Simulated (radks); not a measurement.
The numbers below are computed, except where a source is named.
The nuclear charge of neutral rhodium is varied continuously with 45 electrons held in [Kr] 4d8 5s1. Code: a radial shooting solver on a logarithmic mesh with Libxc functionals. Model: scalar-relativistic Kohn-Sham, BLYP, spin-polarised, spherical densities, finite nucleus; open shells are filled with parallel spins first (spin-orbit coupling, left out, can overturn this in heavy ions); Fermi nuclear charge, rms radius 4.4945 fm. By the Hellmann-Feynman theorem dE/dZ = E(electron-nucleus)/Z, the electronic potential at the nucleus (averaged over a nucleus of fixed radius). The scalar-relativistic energy here is not variational (the density holds large components alone), so the two differ by a part that grows with Z.

| Z | E (hartree) | E(electron-nucleus)/Z (hartree) | HOMO | e(HOMO) (eV) | <r> HOMO (bohr) |
|---|---|---|---|---|---|
| 44.8 | -4733.32434 | -255.049 | 4d | -3.036 | 1.672 |
| 45 | -4784.62795 | -256.630 | 5s | -4.639 | 3.239 |
| 45.2 | -4836.24960 | -258.208 | 5s | -6.131 | 3.117 |
| 45.4 | -4888.18897 | -259.785 | 5s | -7.715 | 3.010 |
| 45.6 | -4940.44585 | -261.361 | 5s | -9.386 | 2.914 |
| 45.8 | -4993.02006 | -262.936 | 5s | -11.138 | 2.828 |
| 46 | -5045.91151 | -264.510 | 5s | -12.968 | 2.749 |

The central difference of E at Z = 45 is -257.313 hartree, to compare with the third column; the second derivative is -7.95 hartree.
